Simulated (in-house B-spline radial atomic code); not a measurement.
# Ionising Cu with different functionals

Computed with a B-spline radial code for spherical atoms: four-component Dirac-Coulomb Hamiltonian, Fermi nucleus of rms radius 3.8823 fm, spin-restricted, spherical fractional occupations for the functionals. The ionisation energy is the difference of two self-consistent energies, [Ar] 3d10 4s1 → [Ar] 3d10, without Breit or QED terms; ε is the level of the shell that loses the electron (mean over j).

Hybrids are left out here: with spherical fractional occupations of an open shell their exact exchange keeps a self-interaction that integer-occupation calculations don't have.

```tsv
method	rung	ΔSCF (eV)	-ε(4s) (eV)
LDA VWN5	LDA	8.43	4.86
relativistic LDA	LDA	8.41	4.84
LDA PW92	LDA	8.43	4.86
LDA exchange-only	LDA	7.46	3.93
PBE	GGA	8.15	4.61
PBEsol	GGA	8.10	4.61
BLYP	GGA	8.28	4.65
RPBE	GGA	8.02	4.50
PW91	GGA	?	?
BP86	GGA	?	?
AM05	GGA	8.06	4.56
OLYP	GGA	7.77	4.22
```

(1) What does BP86 give?

(2) What does PW91 give?

(3) How do they compare with the NIST value?

Answers

(1) ΔSCF 8.30 eV, and -ε(4s) = 4.80 eV.

(2) ΔSCF 8.20 eV, and -ε(4s) = 4.66 eV.

(3) NIST lists 7.726 eV (measured, ground level to ground level). Errors run from -0.27 to +0.70 eV; OLYP is closest (+0.04 eV), but part of that can be cancellation, since the calculations leave out Breit-QED terms, spin polarisation.
